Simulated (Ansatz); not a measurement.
`[OH][Ti]([F])([Cl])[SeH]` + H₂S → `[OH][Ti]([F])([SH])[Cl]` + H₂Se  (ligand exchange at a Ti–Se bond)

Isolated molecules relaxed with PBE0-D4/def2-TZVP in Ansatz; ΔE leaves out vibrations. CCSD(T)/CBS adds triple-zeta CCSD(T) − MP2 to the extrapolated MP2 energy (def2 sets, frozen cores). This one scheme is used for every species. Functionals use def2-TZVPP. For Se, Ti outer-core shells are correlated without core-valence functions, which leaves a few kJ/mol of doubt a bond. Scalar relativity is left out up to krypton. Each species was taken in one conformer, which may not be the lowest.

```json
{"level": "r2SCAN-D4", "ΔE (kJ/mol)": "6.8"}
{"level": "CCSD/CBS(def2)", "ΔE (kJ/mol)": "9.4"}
```

(1) What does CCSD(T)/CBS give? (An estimate is asked.)

Largest T1 diagnostic among the species: 0.025, so the coupled-cluster value is less sure than usual.

Answers

(1) Ansatz gave: +10.1 kJ/mol. The listed levels differ from it by -3.3, -0.7 kJ/mol.

In def2-TZVPP, CCSD(T) changes the Hartree–Fock value by +3.3 kJ/mol (the triples alone add +0.7 kJ/mol) and MP2 by +6.5 kJ/mol.
